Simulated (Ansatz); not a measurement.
Stepwise reaction of silicon tetrafluoride with hydrogen sulfide, as a gas-phase model of exchange steps in deposition or etching. ΔE in kJ/mol; ΔG adds harmonic PBE0-D4 terms to CCSD(T)/CBS, at 1 bar.

Program: Ansatz. Geometries: PBE0-D4/def2-TZVP. ΔE: electronic, gas phase. CBS: MP2 limit from def2 TZ/QZ plus the TZ coupled-cluster correction, frozen cores. This one scheme is used for every species. Functionals use def2-TZVPP. B3LYP here is the variant with VWN-RPA as its local correlation; programs differ in this. One conformer a species, not always the lowest.

```json
{"step": "1", "reaction": "`F[Si](F)(F)F` + H₂S → `F[Si](F)(F)S` + H–F", "PBE-D4": "74.0", "B3LYP-D4": "89.9", "ωB97M-V": "89.9", "CCSD(T)/CBS": "90.4", "ΔG(600 K)": "83.7"}
{"step": "2", "reaction": "`F[Si](F)(F)S` + H₂S → `F[Si](F)(S)S` + H–F", "PBE-D4": "73.2", "B3LYP-D4": "88.7", "ωB97M-V": "89.7", "CCSD(T)/CBS": "87.1", "ΔG(600 K)": "96.3"}
{"step": "3", "reaction": "`F[Si](F)(S)S` + H₂S → `F[Si](S)(S)S` + H–F", "PBE-D4": "69.0", "B3LYP-D4": "84.0", "ωB97M-V": "85.4", "CCSD(T)/CBS": "80.5", "ΔG(600 K)": "94.8"}
```

Question: Give the row of step 4, `F[Si](S)(S)S` + H₂S → `S[Si](S)(S)S` + H–F. (An estimate is asked.)

Answer: Computed: 
| step | reaction | PBE-D4 | B3LYP-D4 | ωB97M-V | CCSD(T)/CBS | ΔG(600 K) |
| --- | --- | --- | --- | --- | --- | --- |
| 4 | `F[Si](S)(S)S` + H₂S → `S[Si](S)(S)S` + H–F | 65.6 | 79.7 | 82.3 | 73.8 | 81.4 |

Question: By hand: ΔE of the 4 steps together at CCSD(T)/CBS.

Answer: (90.4) + (87.1) + (80.5) + (73.8) = 331.8 kJ/mol, or 83.0 kJ/mol a step.

In ΔE each step is lower than the one before. All are uphill at CCSD(T)/CBS. ΔG lies between 81.4 and 96.3 kJ/mol a step. PBE-D4 differs from CCSD(T)/CBS by -16.4 to -8.2 kJ/mol a step. Isolated molecules leave out the surface, adducts and barriers. Largest T1 diagnostic: 0.012.
